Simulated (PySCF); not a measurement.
How methods differ on the excitation energy of Pd⁺

Pd⁺ [Kr] 4d9 (2D) → Pd⁺ [Kr] 4d8 5s1 (4F), as a difference of total energies. Calculation: PySCF 2.14, in aug-cc-pVDZ-PP with ECP28MDF (5s5p4d2f, 54 functions); a scalar-relativistic core potential. Correlated levels: valence: 4s2 4p6 frozen. The calculations carry no spin-orbit coupling.

| method | excitation energy (cm⁻¹) |
| --- | --- |
| UHF | 19037 |
| LDA | 24590 |
| PBE | 23484 |
| PBE0 | 23934 |
| r2SCAN | 21015 |
| HSE06 | 23665 |
| TPSSh | 22754 |
| B3LYP | 23634 |
| PBEsol | 23779 |
| MP2 (valence) | 25959 |
| SCS-MP2 (valence) | 26734 |

Errors of the correlated levels include the incompleteness of this basis and the frozen core.

Q: Which method comes closest to the reference value, and which is furthest?

A: The reference is 25762 cm⁻¹ (measured; NIST levels, between the centres of gravity of the two terms). Closest: MP2 (valence) (error 196.61 cm⁻¹); furthest: UHF (error -6725.9 cm⁻¹).
